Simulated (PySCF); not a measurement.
Species: CH11AsSi3.
Cartesian coordinates in Å at the PBE0-D3(BJ)/def2-SVP level; atoms count from 1:
```
atom  x, y, z in Å
C1    -2.642   -0.708    0.380
Si2   -1.374    0.617   -0.033
As3    0.500    0.372    1.398
Si4    1.318   -1.546    0.285
Si5    1.868    1.857    0.173
H6    -3.545   -0.582   -0.236
H7    -2.233   -1.712    0.190
H8    -2.932   -0.648    1.440
H9    -1.935    1.983    0.210
H10   -0.973    0.527   -1.474
H11    1.286   -1.410   -1.206
H12    0.479   -2.720    0.674
H13    2.726   -1.795    0.717
H14    3.281    1.683    0.626
H15    1.804    1.627   -1.304
H16    1.429    3.255    0.464
```

Theory: PBE0-D3(BJ)/def2-SVP geometry optimisation, gas phase (PySCF 2.14.0).

Masses are those of the commonest isotopes; rigid-rotor values at the optimised geometry. The values belong to one conformer with, in the numbering `[CH3:1][SiH2:2][As:3]([SiH3:4])[SiH3:5]`, C1–Si2–As3–Si4 74°.

Question: Give the principal moments of inertia and the rotational constants in cm⁻¹.

Answer: Ia = 278.00, Ib = 435.96, Ic = 558.88 u·Å²; 505379 MHz·u·Å²/I gives 1818, 1159 and 904.3 MHz, that is A = 0.06064, B = 0.03867, C = 0.03016 cm⁻¹.

Question: Classify the top.

Answer: An asymmetric top; Ray's κ = -0.442.

Question: Is it planar, by Δ = Ic − Ia − Ib?

Answer: Not planar: Δ = Ic − Ia − Ib = -155.09 u·Å². For a rigid frame Δ = −2 Σ m c², so Σ m c² = 77.54 u·Å² lies off the ab plane: 14.07 from hydrogen and 63.47 from heavier atoms. The atom farthest from that plane is 2.04 Å away.

Question: Which types of transition are allowed, and where do some lines up to J = 4 fall?

Answer: The dipole components are |μa| = 0.98 D, |μb| = 0.14 D, |μc| = 0.37 D. The squared components, which scale the intensities, stand as 1.00 : 0.02 : 0.14 (a : b : c). Some lines, for components of 0.1 D or more:

```csv
type,branch,"J(Ka,Kc)",MHz,lower level (cm⁻¹)
c,Q,"2(1,2) ← 2(0,2)",465,0.204
c,Q,"1(1,1) ← 1(0,1)",659,0.069
a,Q,"2(1,1) ← 2(1,2)",765,0.220
b,Q,"2(2,1) ← 2(1,2)",2741,0.220
b,Q,"3(2,2) ← 3(1,3)",3158,0.413
b,Q,"4(3,1) ← 4(2,2)",3420,0.817
b,Q,"3(3,0) ← 3(2,1)",3690,0.527
a,R,"2(1,2) ← 1(1,1)",3872,0.091
b,Q,"4(3,2) ← 4(2,3)",4112,0.792
b,R,"2(1,2) ← 1(0,1)",4531,0.069
b,R,"3(1,2) ← 2(2,1)",4553,0.311
b,R,"4(2,2) ← 3(3,1)",4996,0.650
b,R,"3(0,3) ← 2(1,2)",5502,0.220
b,R,"3(1,3) ← 2(0,2)",6238,0.204
a,R,"3(2,1) ← 2(2,0)",6414,0.313
a,R,"3(1,2) ← 2(1,1)",6529,0.245
b,R,"2(2,0) ← 1(1,1)",6674,0.091
a,R,"4(1,4) ← 3(1,3)",7645,0.413
c,R,"3(1,2) ← 2(0,2)",7759,0.204
a,R,"4(0,4) ← 3(0,3)",7782,0.403
b,R,"4(2,3) ← 3(1,2)",9843,0.463
b,R,"3(3,0) ← 2(2,1)",10165,0.311
c,R,"4(2,2) ← 3(1,2)",10599,0.463
b,R,"4(2,2) ← 3(1,3)",12119,0.413
b,R,"4(3,1) ← 3(2,2)",12381,0.518
c,R,"4(4,0) ← 3(3,0)",13762,0.650
b,R,"4(4,0) ← 3(3,1)",13772,0.650
```

Whether it is a minimum is left open (no frequencies). No vibrational averaging or centrifugal distortion is included, and the geometry carries the error of its method. A rigid rotor knows nothing of internal rotation, which can split or shift real lines. Quadrupole hyperfine structure (75As) is left out.
